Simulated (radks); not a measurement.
C III, configuration [He] 2s2.

Method: non-relativistic Kohn-Sham, PW91, spin-polarised, spherical densities, point nucleus; computed with a radial shooting solver on a logarithmic mesh with Libxc functionals.

Energy parts (hartree):
| part | energy |
|---|---|
| total | -36.48811 |
| kinetic | 36.39960 |
| electron-nucleus | -80.53855 |
| Hartree | 12.03951 |
| exchange-correlation | -4.38868 |

Orbitals (lengths in bohr, moments of r in powers of bohr):
1s: occ. 2; eigenvalue (hartree) -11.34829; <1/r> 5.651
2s: occ. 2; eigenvalue (hartree) -1.48557; <1/r> 1.061
2p: occ. 0; eigenvalue (hartree) -1.17008; <1/r> 0.9760

The highest occupied level is 2s at -40.424 eV. Virial ratio -V/T = 2.00243.
